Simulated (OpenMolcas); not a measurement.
# Ti3+, Zr3+, Hf3+: d down the group

* Program: OpenMolcas
* Method: SS-RASPT2, IPEA 0.25 Eh, imaginary shift 0.1 Eh
* Basis: ANO-RCC-VTZP
* Scalar Hamiltonian: DKH2, point nucleus
* Spin-orbit coupling: RASSI with atomic mean-field integrals over the reference wave functions, term energies averaged over their components

Active space for each ion: 7 electrons in 8 orbitals (RAS1 p, at most 2 holes; RAS2 d); closed shells correlated by CASPT2: Ti3+ 3s; Zr3+ 4s; Hf3+ 5s.

Computed levels in cm-1 above ²D_3/2:

| Level | Ti3+ | Zr3+ | Hf3+ |
| --- | --- | --- | --- |
| ²D_5/2 | 419 | 1435 | 5805 |
| weight of ²D in the lowest level (%) | 100 | 100 | 100 |

Measured, with the error of the calculation in %. Measured levels: Ti3+ from Corliss and Sugar, J. Phys. Chem. Ref. Data 8, 1 (1979); Zr3+ from the list in Rauch et al., Astron. Astrophys. 599, A142 (2017).

```json
{"Level": "²D_5/2", "Ti3+": "382 (+9.5)", "Zr3+": "1251 (+14.8)"}
```

The fine-structure level ²D_5/2 changes by a factor of 13.9 from Ti3+ to Hf3+.

Active for correlation alone: 3p; no level in the range computed is led by a configuration that opens it, so any true level of that kind is missing (holds for Ti3+). Active for correlation alone: 4p; no level in the range computed is led by a configuration that opens it, so any true level of that kind is missing (holds for Zr3+). Active for correlation alone: 5p; no level in the range computed is led by a configuration that opens it, so any true level of that kind is missing (holds for Hf3+). Measured partners are found by configuration, term and J. A level has none where our copy of the source lacks it or the pairing is in doubt (some pairs that miss far off the trend of their configuration count as doubtful), and it then counts in no deviation. Levels of configurations outside the active space are missing.
